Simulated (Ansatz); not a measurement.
Ansatz (a program for electronic structure) input (PBE0/def2-TZVPD):

Ansatz 0.2 input:
```yaml
crystal:
  periodic: [false, false, false]
  atoms:
    - {symbol: C, position_ang: [1.71675691, -0.89629416, -0.20902089]}
    - {symbol: Ge, position_ang: [0.00055518, -0.01928847, -0.00336524]}
    - {symbol: C, position_ang: [-1.66193120, -1.00849768, -0.12330601]}
    - {symbol: F, position_ang: [0.01210422, 0.80911949, 1.53628454]}
    - {symbol: F, position_ang: [-0.07221223, 1.27919333, -1.17193894]}
    - {symbol: H, position_ang: [1.78474270, -1.35779868, -1.19355860]}
    - {symbol: H, position_ang: [2.50708980, -0.15464877, -0.10489727]}
    - {symbol: H, position_ang: [1.83923275, -1.66158696, 0.55664848]}
    - {symbol: H, position_ang: [-2.49340749, -0.32071126, 0.02196174]}
    - {symbol: H, position_ang: [-1.74894792, -1.47514970, -1.10391142]}
    - {symbol: H, position_ang: [-1.69445786, -1.77893798, 0.64629566]}
basis:
  gaussian:
    orbitals: def2-TZVPD
hamiltonian:
  xc: {name: PBE0}
total_charge: 1
magnetization: {spin_polarized: true, initial_magnetization: 1}
```

End of the output:

```
integrals: 0.24 GiB planned
1474 factors; their error is unknown
0.41 GiB of the device are held for the grids
1.78 GiB of device memory are held for the factors and their scratch space
mean field: 1.87 GiB planned
mean field evaluation 1: about -64089.3365 eV, gradient 6.7e1 eV
mean field evaluation 2: about -64064.7773 eV, gradient 1.1e2 eV
mean field evaluation 4: about -64103.8856 eV, gradient 3.9e0 eV
mean field evaluation 8: about -64104.1697 eV, gradient 2.9e-1 eV
mean field evaluation 16: about -64104.1700 eV, gradient 4.0e-5 eV
mean field -64104.16996709 eV, -2355.7847949234 hartree, gradient 1.3e-5 eV, S^2 0.759417; 0 other end points of the search recorded, 0 dependent functions left out
reference -64104.17001007 eV, -2355.7847965029 hartree; 34, 33 occupied and 228, 229 virtual orbitals, 1474 factors
Total energy: -64104.17001007 eV, -2355.7847965029 hartree
```

This state (charge 1, doublet) is run at the relaxed geometry of the species with charge 0 and multiplicity 1.
